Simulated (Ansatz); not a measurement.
Molecule: PO, charge 0, multiplicity 2. 
Geometry from a B3LYP-D3(BJ)/def2-TZVP (Ansatz, a first-principles code) optimisation:
```
P
O 1 1.4798
```
Charge 0, spin multiplicity 2.

Wanted: vertical ionisation energy (to the singlet state of charge +1; each state is the SCF solution reached for its spin; for the singlet the Hartree-Fock reference is unstable and T1 is 0.028), in eV. Correlated levels leave the core frozen unless marked. Open shells are spin-unrestricted. Spin-orbit coupling is left out. No relativistic terms. CBS marks a two-point X^-3 extrapolation of the correlation energy; Hartree-Fock from the larger set.

```json
[
 {"level": "B3LYP/def2-TZVPD", "program": "Ansatz", "vertical ionisation energy (eV)": "8.69"}
]
```

Q: Predict the CCSD(T)/CBS(aug-cc-pV(T+d)Z,aug-cc-pV(Q+d)Z) result (Ansatz).

A: 8.47 eV, so B3LYP/def2-TZVPD differs from it by 0.22 eV.
